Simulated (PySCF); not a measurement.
**A ladder of Hamiltonians for Pt(74+) (platinum, charge +74)**

Occupied: 1s1/2, 2s1/2. Hartree-Fock calculated with PySCF 2.14 in an uncontracted even-tempered set (15 s from 21 bohr⁻², ratio 2.7; 13 p from 25 bohr⁻², ratio 2.7), Gaussian nucleus throughout. NR is non-relativistic, sf-X2C the spin-free one-electron X2C Hamiltonian, X2C adds the bare one-electron spin-orbit term, X2C-SNSO screens it by Boettger's factors, DC is four-component Dirac-Coulomb, and the Gaunt and Breit terms are added at first order (total energies over the DC spinors, levels after relaxing the spinors in that mean field). QED terms are absent. Levels marked empty are virtual spinors of this ion.

```csv
level (eV),NR,sf-X2C,X2C,X2C-SNSO
1s1/2,-80619.2,-88208.5,-88208.5,-88208.5
2s1/2,-19541.1,-21875.4,-21875.4,-21875.4
2p1/2 (empty),-19096.8,-19949.9,-21347.0,-21303.7
2p3/2 (empty),-19096.8,-19949.9,-19411.8,-19424.6
3s1/2 (empty),-8432.8,-9229.6,-9229.6,-9229.6
```

Task: Where do the four-component calculations put these levels?

Result: 1s1/2: DC -88315.9, DC+Gaunt -88107.2, DC+Breit -88109.7; 2s1/2: DC -21888.9, DC+Gaunt -21863.3, DC+Breit -21865.9; 2p1/2 (empty): DC -21319.6, DC+Gaunt -21273.0, DC+Breit -21279.0; 2p3/2 (empty): DC -19427.5, DC+Gaunt -19403.2, DC+Breit -19409.2; 3s1/2 (empty): DC -9233.3, DC+Gaunt -9226.2, DC+Breit -9227.3 (eV).

```json
{"Hamiltonian": "NR", "E (hartree)": "-7482.5603", "E − E(DC) (hartree)": "757.7861", "CPU seconds": "0.29"}
{"Hamiltonian": "sf-X2C", "E (hartree)": "-8235.8450", "E − E(DC) (hartree)": "4.5014", "CPU seconds": "0.15"}
{"Hamiltonian": "X2C", "E (hartree)": "-8235.8450", "E − E(DC) (hartree)": "4.5014", "CPU seconds": "0.16"}
{"Hamiltonian": "X2C-SNSO", "E (hartree)": "-8235.8450", "E − E(DC) (hartree)": "4.5014", "CPU seconds": "0.16"}
{"Hamiltonian": "DC", "E (hartree)": "-8240.3464", "E − E(DC) (hartree)": "0.0000", "CPU seconds": "3.1"}
{"Hamiltonian": "DC+Gaunt", "E (hartree)": "-8231.6333", "E − E(DC) (hartree)": "8.7132", "CPU seconds": "6.4"}
{"Hamiltonian": "DC+Breit", "E (hartree)": "-8231.8269", "E − E(DC) (hartree)": "8.5196", "CPU seconds": "72"}
```

Weight of the small component: 1s1/2 0.0880, 2s1/2 0.0216, 2p1/2 0.0214, 2p3/2 0.0195, 3s1/2 0.00919.

Koopmans' value for the highest occupied level at DC+Breit: 21865.9 eV, against an ionisation energy of 21840 ± 90 eV (theoretical estimate listed by NIST; NIST Atomic Spectra Database, ionization energies); the former lacks relaxation, correlation, QED and recoil.

The whole ladder took 83 s of wall time on 1 thread of AMD EPYC 7R43 64-Core Processor (shared host), launched as `OMP_NUM_THREADS=1 python relrun2.py TASK.json OUT` (a driver that calls PySCF for each Hamiltonian).

Dirac-Coulomb iterations, started from the X2C spinors:

```
with_ssss True, with_gaunt False, with_breit False
light speed = 137.03599967994
init E= -8137.52742331582
cycle= 1 E= -8240.34610142579  delta_E= -103  |g|= 3.33  |ddm|= 0.153
cycle= 2 E= -8240.34642219301  delta_E= -0.000321  |g|= 0.00634  |ddm|= 0.00091
cycle= 3 E= -8240.34642219712  delta_E= -4.11e-09  |g|= 1.25e-05  |ddm|= 9.3e-06
```
